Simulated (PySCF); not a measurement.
Molecule: `COc1ccoc1`, C$_{5}$H$_{6}$O$_{2}$.

Geometry:
```tsv
atom	x (Å)	y (Å)	z (Å)
C1	-2.032	0.054	-0.077
O2	-0.948	0.897	-0.349
C3	0.266	0.367	-0.142
C4	1.485	1.082	-0.366
C5	2.478	0.208	-0.044
O6	1.974	-0.971	0.354
C7	0.620	-0.883	0.298
H8	-2.011	-0.848	-0.715
H9	-2.040	-0.264	0.982
H10	-2.948	0.621	-0.288
H11	1.581	2.105	-0.719
H12	3.562	0.289	-0.052
H13	0.062	-1.766	0.593
```

Geometry PBE0-D3(BJ)/def2-SVP throughout; GIAO in PySCF, gas phase, one conformer, non-relativistic; equivalent atoms averaged; functional PBE0.

**Question.** How do the absolute shieldings σ depend on the basis set? (a selection of nuclei; ppm; last column core-seconds on shared hosts with different chips, so compare them loosely)

**Answer.** 
```tsv
basis set	functions	C3	C5	C7	C4	C1	O6	H12	H13	H11	core-s
STO-3G	41	115.9	117.2	126.2	141.2	184.3	175.0	26.16	26.83	27.04	3
pcSseg-0	75	30.8	37.5	59.5	76.5	133.4	54.3	25.64	26.12	26.53	5
6-31G	75	54.2	62.0	80.8	95.8	145.3	79.0	25.39	25.79	26.35	5.9
6-31G*	110	52.8	61.4	80.4	95.3	140.4	94.1	25.00	25.37	26.12	9.2
cc-pVDZ	128	48.3	59.0	79.1	93.7	143.0	86.0	24.27	24.58	25.22	9.7
def2-SVP	128	46.5	57.0	77.1	91.6	140.5	86.4	24.56	24.89	25.25	12
pcSseg-1	149	27.6	38.7	61.4	75.4	127.9	62.7	24.10	24.37	24.93	14
aug-cc-pVDZ	215	46.3	57.0	77.9	93.1	141.3	89.6	24.02	24.24	25.10	20
6-311+G(2d,p)	225	31.4	42.7	64.8	79.6	131.1	68.2	24.26	24.49	25.22	25
def2-TZVP	253	29.6	41.8	64.5	78.9	130.1	65.1	24.23	24.44	25.17	30
cc-pVTZ	294	31.8	43.3	65.7	80.4	131.2	67.6	24.08	24.29	25.02	34
IGLO-III	305	23.4	35.2	57.9	73.2	126.2	61.6	24.10	24.30	25.08	36
```

**Question.** Which nucleus among those listed moves most, in ppm?

**Answer.** O6 (aromatic ring oxygen): from 54.3 ppm with pcSseg-0 to 175.0 ppm with STO-3G. The smallest spread is 2.11 ppm, at H11. Proton shifts span only some 12 ppm, so a few tenths of a ppm matter as much there as several ppm in carbon.

**Question.** Taking the largest basis, IGLO-III (305 functions), as the yardstick, rank the others by their worst heavy-atom deviation.

**Answer.** pcSseg-1 4.1 ppm (149 functions), def2-TZVP 6.6 ppm (253 functions), pcSseg-0 7.4 ppm (75 functions), 6-311+G(2d,p) 7.9 ppm (225 functions), cc-pVTZ 8.4 ppm (294 functions), def2-SVP 24.8 ppm (128 functions), cc-pVDZ 24.9 ppm (128 functions), aug-cc-pVDZ 28.0 ppm (215 functions), 6-31G 30.8 ppm (75 functions), 6-31G* 32.5 ppm (110 functions), STO-3G 113.4 ppm (41 functions).

A small basis that lands close on one nucleus may do so by chance; judge by the trend and by all nuclei.
